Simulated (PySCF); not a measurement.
F₃Sb, SMILES [F][Sb+]([F])[F], charge +1, multiplicity 2. The structure is a stationary point at PBE0-D3(BJ)/def2-SVP. The def2 effective core potentials stand for the cores of Sb; spin–orbit coupling is left out.

Q: Give the equilibrium geometry at PBE0-D3(BJ)/def2-SVP (PySCF confirms it by a frequency run) as a Z-matrix, and its point group. (Estimate from the structure and the level; the computed values follow.)

A: point group Cs.
```
Sb
F 1 1.8849
F 1 1.8849 2 105.72
F 1 1.8849 2 105.72 3 111.81
```
Charge +1, spin multiplicity 2.
